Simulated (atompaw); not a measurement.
# Hg PAW (atompaw): all-electron and pseudo phase curves

- Element: Hg
- Generator: atompaw 4.2.0.5
- Type: PAW
- Functional: LDA (PW92)
- Relativity: scalar-relativistic
- Frozen core: [Kr] 4d10 4f14
- Valence charge: 20
- Reference configuration: 5s2 5p6 5d10 6s1.75 6p0.25
- Partial waves: 5s (bound): rc 1.60 bohr; 6s (bound): rc 1.60 bohr; 5p (bound): rc 1.60 bohr; 6p (bound): rc 1.60 bohr; 5d (bound): rc 1.60 bohr; 5d channel at 0.83 Ry: rc 1.40 bohr
- Local potential: ultrasoft scheme with l = 3 at 0 Ry, radius 1.20 bohr
- Core correction: smooth core density matched at 1.30 bohr
- Augmentation charge: gaussian compensation charge, radius 1.30 bohr; PAW radius 1.60 bohr; waves and projectors: custom polynom vanderbiltortho

The phase is arctan(r·u′/u) with u = r·R(r), unwrapped; energies in Ry, scanned from -11 to 5 Ry. A pole is an energy at which the radial function vanishes at the test radius. The pseudo phase is shifted by a multiple of π to meet the all-electron one at the reference energy, and phase errors are pseudo minus all-electron; the curves can meet again beyond the range given. Levels narrower than the energy grid can be missing from the lists of poles.

For each channel, where are the poles, and over which energies does the pseudopotential scatter like the atom?

```
channel  radius (bohr)  reference energy (Ry)  poles, all-electron  poles, pseudo  unbroken range about the reference energy with phases within 0.05 rad  phase error 1 Ry above the reference energy (rad)
      s           1.60                  -0.56                -8.19          -8.19                                                              below 2.9                                             -0.001
      p           1.60                  -0.11                -3.72          -3.72                                                        the whole range                                             -0.000
      d           1.60                  -0.78                 2.20           2.21                                                        the whole range                                             -0.000
```

Phases in the s channel:

```
E (Ry)  all-electron  pseudo
-11.00         1.259   1.258
-10.52         1.210   1.207
-10.04         1.109   1.106
 -9.56         0.787   0.782
 -9.08        -0.758  -0.760
 -8.60        -1.432  -1.432
 -8.12        -1.585  -1.585
 -7.64        -1.652  -1.653
 -7.16        -1.692  -1.693
 -6.68        -1.720  -1.721
 -6.20        -1.743  -1.744
 -5.72        -1.763  -1.764
 -5.24        -1.781  -1.782
 -4.76        -1.799  -1.800
 -4.28        -1.818  -1.819
 -3.80        -1.837  -1.838
 -3.32        -1.859  -1.859
 -2.84        -1.882  -1.883
 -2.36        -1.909  -1.910
 -1.88        -1.941  -1.941
 -1.40        -1.978  -1.978
 -0.92        -2.024  -2.024
 -0.44        -2.082  -2.082
  0.04        -2.156  -2.157
  0.52        -2.256  -2.257
  1.00        -2.394  -2.398
  1.48        -2.588  -2.598
  1.96        -2.856  -2.878
  2.44        -3.191  -3.229
  2.92        -3.533  -3.583
  3.40        -3.818  -3.870
  3.88        -4.026  -4.076
  4.36        -4.174  -4.221
  4.84        -4.281  -4.324
```
